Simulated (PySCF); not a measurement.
Al(Et)(Vi)2, SMILES [CH](=C)[Al]([CH2]C)[CH]=C (C₆H₁₁Al), GFN2-xTB optimised geometry.

```
18

Al    -0.76     0.08     0.00
C      1.25     0.08     0.00
C      1.93     1.46     0.00
H      1.61    -0.48    -0.87
H      1.61    -0.48     0.87
H      1.64     2.03     0.88
H      1.64     2.03    -0.88
H      3.01     1.37     0.00
C     -1.69    -1.67     0.00
C     -1.00    -2.81     0.00
H     -2.78    -1.76     0.00
H     -1.46    -3.79     0.00
H      0.08    -2.80    -0.01
C     -1.93     1.69     0.00
C     -1.56     2.97    -0.01
H     -3.01     1.50     0.00
H     -2.27     3.79    -0.01
H     -0.52     3.26    -0.01
```

Density from CAM-B3LYP/def2-SVP run with PySCF at that geometry.

Minimum of the electron density along straight lines between bonded atoms, close to the bond critical point (lines longer than 1.1 times the sum of covalent radii, or with two minima, are not listed):

```csv
bond,length / Å,ρ at the minimum / e bohr⁻³,∇²ρ there / e bohr⁻⁵,position (fraction from the first atom)
Al1–C2,2.012,0.078,0.29,0.39
C2–C3,1.537,0.236,-0.52,0.50
C2–H4,1.102,0.264,-0.90,0.62
C2–H5,1.102,0.264,-0.90,0.62
C3–H8,1.091,0.275,-1.01,0.63
Al1–C9,1.985,0.079,0.32,0.40
C9–C10,1.334,0.340,-0.91,0.49
C9–H11,1.093,0.271,-0.98,0.63
C10–H12,1.084,0.281,-1.08,0.64
C10–H13,1.082,0.282,-1.08,0.63
Al1–C14,1.987,0.079,0.32,0.40
C14–C15,1.333,0.340,-0.91,0.49
C14–H16,1.097,0.269,-0.96,0.63
C15–H17,1.084,0.281,-1.08,0.64
C15–H18,1.080,0.284,-1.10,0.64
```
